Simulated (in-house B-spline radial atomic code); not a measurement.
Atomic self-consistent-field run: the strontium ion Sr³⁺ (an excited or competing configuration). Method: scalar-relativistic (X2C) M06-2X, spin-polarised, spherical fractional occupations, exact exchange averaged over the configuration, Fermi nucleus of rms radius 4.224 fm. Calculated with an all-electron radial atomic-structure program (B-spline basis).

Command:
```bash
python run_scf.py task.json out
```
Settings (nuclear radius in fm, mass in u):
```
Z                38
configuration    [Ar] 3d10 4s1 4p5 5f1
hamiltonian      x2c
method           m062x
spin_polarised   True
nucleus          fermi
rms_radius       4.224
atomic_mass      87.90561
speed_of_light   137.035999084
exact_exchange   averaged over the configuration
```

Output (hartree, bohr):
```
 radial grid: 84 intervals, B-splines of order 8, outer radius 66.6 bohr

 iter        energy (Eh)    residual
    1       -3174.871250    1.28e-01
    2       -3174.874549    7.94e-03
    3       -3174.890456    4.33e-03
    4       -3174.892214    4.97e-03
    5       -3174.880219    1.05e-02
    6       -3174.893517    5.11e-03
    7       -3174.890656    8.50e-03
    8       -3174.891619    8.23e-03
    9       -3174.889452    7.05e-03
   10       -3174.890078    6.96e-03
   11       -3174.889383    6.77e-03
   12       -3174.894296    5.15e-03
   13       -3174.894226    4.28e-03
   14       -3174.896876    2.08e-03
   15       -3174.897268    7.61e-03
   16       -3174.895759    4.54e-03
   17       -3174.895969    4.44e-03
   18       -3174.896767    4.23e-03
   19       -3174.897507    3.39e-03
   20       -3174.898558    2.25e-03
   21       -3174.898112    4.75e-03
   22       -3174.898716    1.19e-03
   23       -3174.898712    1.49e-03
   24       -3174.898747    4.54e-04
   25       -3174.898621    1.61e-03
   26       -3174.898538    2.09e-03
   27       -3174.898762    4.79e-04
   28       -3174.898737    1.00e-03
   29       -3174.898695    1.42e-03
   30       -3174.898708    1.11e-03
   31       -3174.898753    5.20e-04
   32       -3174.898770    1.06e-04
   33       -3174.898767    2.62e-04
   34       -3174.898769    1.38e-04
   35       -3174.898769    1.28e-04
   36       -3174.898769    3.54e-05
   37       -3174.898769    2.32e-06
   38       -3174.898769    1.61e-06
   39       -3174.898769    9.05e-08

 total energy                     -3174.89877
 kinetic                            3270.1940
 electron-nucleus                  -7608.4031
 Hartree                            1267.9738
 exact exchange                      -55.2492
 exchange-correlation                -49.4141

 orbital      occ     eigenvalue          <r>       <r^2>       <1/r>       r_max
 1s up      1.000      -591.6419    0.0387326  0.00203301      40.046     0.02499
 1s down    1.000      -591.6210    0.0387329  0.00203305     40.0457     0.02499
 2s up      1.000       -82.6252     0.172332   0.0350743     8.87999      0.1452
 2s down    1.000       -82.6049     0.172356   0.0350842     8.87871      0.1452
 2p up      3.000       -73.6909      0.15023   0.0276271     8.51903      0.1156
 2p down    3.000       -73.6765     0.150244   0.0276329     8.51842      0.1156
 3s up      1.000       -14.5936      0.49168    0.277512      2.9559      0.4357
 3s down    1.000       -14.5538     0.491776    0.277472     2.95362      0.4362
 3p up      3.000       -11.6868     0.496661    0.287911     2.78142      0.4298
 3p down    3.000       -11.6588     0.496071    0.287006     2.78312      0.4301
 3d up      5.000        -6.7972     0.494875     0.29762     2.51878      0.3751
 3d down    5.000        -6.7782     0.492024     0.29351     2.52782      0.3748
 4s up      1.000        -3.1954      1.29831     1.90029     1.03751       1.158
 4p up      3.000        -2.3962      1.43403     2.33141     0.92275       1.261
 4p down    2.000        -2.2517       1.4782     2.48145    0.890997       1.308
 5f up      1.000        -0.3592      7.03511     58.3734    0.202975       8.698
```

Run time, properties included: 5.6 s on 1 thread of Arm Neoverse N1, with other jobs on the host.

States collapsed into the nucleus by a negative tau potential were left out of the aufbau.

One-electron X2C: radii and densities carry no picture-change correction, so inner-shell <1/r> comes out high (for 1s by about 2 % at Z = 33, 5 % at 54, 10 % at 75, 30 % at 118) and <r> low.
